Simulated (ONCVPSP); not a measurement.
**Reading a pseudo-wave (hafnium)**

Columns: radius, all-electron u(r) and pseudo u(r) of the 5d shell (level -2.30 eV) of hafnium in the configuration [Kr] 4d10 4f14 5s2 5p6 5d2.5 6s1.5; PBE, scalar-relativistic, ONCV scheme, ONCVPSP 4.0.1.

```tsv
r (bohr)	all-electron	pseudo
0.113	0.1711	0.0012
0.225	-0.0133	0.0094
0.338	-0.2281	0.0303
0.450	-0.2506	0.0667
0.563	-0.1423	0.1198
0.675	0.0120	0.1864
0.788	0.1675	0.2638
0.900	0.3016	0.3448
1.013	0.4107	0.4247
1.125	0.4934	0.4961
1.238	0.5541	0.5554
1.350	0.5954	0.5987
1.463	0.6219	0.6267
1.575	0.6362	0.6407
1.688	0.6414	0.6444
1.800	0.6396	0.6409
1.913	0.6326	0.6329
2.025	0.6219	0.6219
2.138	0.6084	0.6084
2.250	0.5932	0.5932
2.363	0.5766	0.5766
2.475	0.5593	0.5593
2.588	0.5415	0.5415
2.700	0.5236	0.5236
2.813	0.5056	0.5056
2.925	0.4878	0.4878
```

How many radial nodes do the two functions have?

The all-electron 5d function has n − l − 1 = 2; the pseudo-wave has 0, since the states of the same l below it are removed with the core.

At about which radius was the pseudo-wave matched?

2.15 bohr. The columns agree to 0.0005 from 1.91 bohr on; several derivatives are matched, so the curves merge somewhat inside the radius.

Where does each function peak?

Outermost all-electron maximum near 1.69 bohr, pseudo maximum near 1.69 bohr (to the table’s step).

Is the pseudo-wave norm-conserving?

Yes: the ONCV scheme keeps the norm inside the radius equal to the all-electron one, which fixes the energy derivative of the logarithmic derivative at the level.
